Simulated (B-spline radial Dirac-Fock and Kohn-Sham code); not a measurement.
Level of theory: relativistic Hartree-Fock (Dirac-Fock) wave functions, averaged over the configuration; a B-spline atomic structure program.

Q: This computed X-ray form factor belongs to an atom or ion in its tabulated ground configuration. Which?

```csv
sin θ/λ (Å⁻¹),f₀
0.04,54.937
0.19,53.611
0.24,52.809
0.5,46.399
1.05,29.344
2.2,14.468
2.82,11.495
3.62,8.260
5.93,4.550
```

A: Bi²⁸⁺, with 55 electrons in [Kr] 4d10 4f9. f₀ tends to the number of electrons as s goes to zero, which the first rows give only roughly, and the rate of fall reflects the nuclear charge, 83.
